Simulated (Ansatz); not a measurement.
Li11⁻, relaxed as a singlet with RKS B3LYP/def2-SVPD in Ansatz, starting from the GFN1-xTB geometry. Force threshold 0.02 eV/Å.

The structure comes from a short search, and lower isomers may exist.

Start:

```xyz
11

Li   -0.837   -1.893   -1.265
Li   -1.930   -1.045    3.555
Li    2.194    1.492   -0.688
Li    0.358   -0.777    2.622
Li    1.182    1.522   -3.039
Li   -1.362    1.049    2.332
Li    1.791   -0.738   -2.133
Li   -1.836   -1.335    1.077
Li    1.065    1.538    1.719
Li   -0.366   -0.459   -3.362
Li   -0.259    0.647   -0.818
```

(1) Estimate the energy that the relaxation releases and the steps that it takes.

(2) Does the start keep its bonding?

(3) Predict the relaxed structure.

## Answers

(1) 224.9 kJ/mol, in 17 steps; 52 s on 4 threads of Arm Neoverse V1 on a shared host. The force fell under the threshold at step 16, but the optimiser went on. No frequencies were taken in this run, so the end may be a saddle point.

(2) Bonds lost: Li3–Li5, Li3–Li9, Li5–Li10 (atoms count from 1). Bonds formed: Li1–Li4, Li3–Li4, Li3–Li6 (atoms count from 1). Metal–metal contacts that move far: Li2–Li6 2.49 to 3.12 Å, Li7–Li10 2.50 to 3.12 Å, Li2–Li8 2.50 to 3.09 Å, Li1–Li8 2.61 to 3.13 Å, Li1–Li10 2.58 to 3.09 Å. The end is the same structure that another start reached, the lowest one found.

(3) 
```xyz
11

Li   -0.5598   -2.4519   -1.0856
Li   -1.1082   -0.8206    3.7234
Li    1.5372    1.7522    0.0835
Li    0.5141   -0.7827    1.2447
Li    1.1816    1.7001   -3.1554
Li   -1.0210    1.5477    1.6958
Li    1.7522   -0.7303   -1.6571
Li   -2.4073   -0.9122    0.9188
Li    1.3871    1.2158    3.2945
Li   -0.4973   -0.9927   -3.8040
Li   -0.7785    0.4746   -1.2586
```
Bond lengths (bridged metal pairs left out): 18 × Li–Li 2.83 to 3.06 Å.
